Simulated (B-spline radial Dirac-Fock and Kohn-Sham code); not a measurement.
# K-line shifts caused by a second vacancy in S⁴⁺

System: S⁴⁺, [Ne] 3s2.

Input file task.json (cfg lists n, l and occupation; rrms is the nuclear radius in fm):

```json
{"items": [{
  "Z": 16,
  "q": 4,
  "cfg": [[1, 0, 2], [2, 0, 2], [2, 1, 6], [3, 0, 2]],
  "A": 32,
  "rrms": 3.2611,
  "do": ["binding", "quiet", "double"]
}]}
```

Run with: `python xray_run.py task.json out`

Level of theory: relaxed Dirac-Fock hole states (ΔSCF) with Breit and QED corrections and a finite nucleus; a B-spline atomic structure program. Each two-hole energy is an average over J within one jj subconfiguration, not an observable level; in light atoms, where LS coupling holds, the j-resolved values are not observed lines, and for a K spectator the Kα1 hypersatellite is nearly forbidden. Electron correlation is not included.

Lines without a spectator: Kα2 (K-L2) 2311.5 eV, Kα1 (K-L3) 2312.7 eV. Shifts in eV with one spectator hole (a dash: not computed, or left out as unreliable):

```
spectator hole     Kα2     Kα1
        K (1s)  +162.4  +162.8
    L2 (2p1/2)  +12.81  +15.80
    L3 (2p3/2)  +15.40  +14.53
```

With n spectator holes in 2p, averaged over the 2p shell (energies in eV):

```
n    KαLⁿ   step  hypersatellite KαʰLⁿ
0  2312.3      –                2474.9
1  2327.3  +15.0                2491.4
2  2343.7  +16.5                2509.3
3  2361.7  +17.9                2528.6
4  2381.1  +19.4                2549.3
5  2401.9  +20.8                2571.4
```
